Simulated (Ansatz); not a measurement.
Geometry optimisation, RKS PBE0-D4/def2-SVP (Ansatz).

Input:

```yaml
crystal:
  periodic: [false, false, false]
  atoms:
    - { symbol: Zn, position_ang: [0.361286, -0.015283, 0.061618] }
    - { symbol: Cl, position_ang: [0.513047, 0.18277, 2.252975] }
    - { symbol: O, position_ang: [0.455579, -0.04756, -1.701961] }
    - { symbol: H, position_ang: [-0.006397, -0.792235, -2.107035] }
    - { symbol: Br, position_ang: [-3.052347, -0.640789, 1.076184] }
    - { symbol: H, position_ang: [-1.997267, -0.326404, 2.097919] }
basis:
  gaussian: { orbitals: def2-SVP }
hamiltonian:
  xc: pbe0
  dispersion: d4
relax:
  f_tol: 0.03
  max_steps: 50
```

Launched with:

```bash
$ ansatz run input.yaml --threads 2 --pin off --max-ram 3072MiB --backend cpu --events-out ev --progress --plain --runs-dir out
```

Where does it end, and by what steps?

The forces met the threshold. After 8 steps the energy has fallen by 0.190 eV; Br5 moved furthest, 0.47 Å.

```tsv
step	energy less start (eV)	largest force component (eV/Å)	accepted
0	0.0000	1.156	yes
1	-0.1396	0.134	yes
2	-0.1573	0.599	yes
3	-0.1504	1.262	no
4	-0.1760	0.323	yes
5	-0.1837	0.145	yes
6	-0.1857	0.193	yes
7	-0.1893	0.124	yes
8	-0.1900	0.004	yes
```

```xyz
6
Properties=species:S:1:pos:R:3
Zn 0.169 -0.097 0.187
Cl 0.399 0.272 2.289
O 0.481 -0.281 -1.549
H -0.291 -0.561 -2.052
Br -2.649 -0.669 0.834
H -1.834 -0.303 1.970
```

Whether the end is a true minimum wasn't checked by a vibrational analysis.

The run took 29 s on 2 threads of Arm Neoverse V2, on a shared host, peak memory 0.26 GiB.
